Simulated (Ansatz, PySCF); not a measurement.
WBr3, SMILES [Br][W]([Br])[Br] (connectivity only; charge and spin as stated), neutral, multiplicity 4. Atoms are numbered in the order given.

```xyz
4

W      0.0017    -0.0017    -0.0037
Br    -1.9141    -1.4663    -0.2301
Br    -0.0155     2.1850    -1.0453
Br     1.9364    -0.7253     1.2613
```
Charge 0, spin multiplicity 4.

The structure is a stationary point at B3LYP-D3(BJ)/def2-SVP. The spin state was assumed, not searched. The def2 effective core potentials stand for the cores of W; spin–orbit coupling is left out.

Two levels are set side by side: PBE-D3(BJ)/def2-SVP (Ansatz, a program for electronic structure) and B3LYP-D3(BJ)/def2-SVP (Ansatz). Each level has its own optimised geometry; the coordinates shown are those of the second. Frequencies come from the Hessian of PySCF at each geometry. Differences are taken from unrounded values.

| quantity | B3LYP-D3(BJ) |
|---|---|
| mean bond length (Å) | 2.422 |
| bond W1–Br2 (Å) | 2.422 |
| bond W1–Br3 (Å) | 2.422 |
| bond W1–Br4 (Å) | 2.422 |
| highest harmonic wavenumber (cm⁻¹) | 286 |
| mean harmonic wavenumber (cm⁻¹) | 163 |
| zero-point energy (kcal/mol) | 1.40 |

### Question
What does PBE-D3(BJ) give, and how far is it from B3LYP-D3(BJ)? (An estimate is asked for; the answer gives what the named calculation found.)

### Answer

| quantity | PBE-D3(BJ) | PBE-D3(BJ) minus B3LYP-D3(BJ) |
|---|---|---|
| mean bond length (Å) | 2.415 | -0.008 |
| bond W1–Br2 (Å) | 2.415 | -0.008 |
| bond W1–Br3 (Å) | 2.415 | -0.008 |
| bond W1–Br4 (Å) | 2.415 | -0.008 |
| highest harmonic wavenumber (cm⁻¹) | 285 | -1 |
| mean harmonic wavenumber (cm⁻¹) | 162 | -1 |
| zero-point energy (kcal/mol) | 1.39 | -0.01 |

Here PBE gives about what the other level gives.
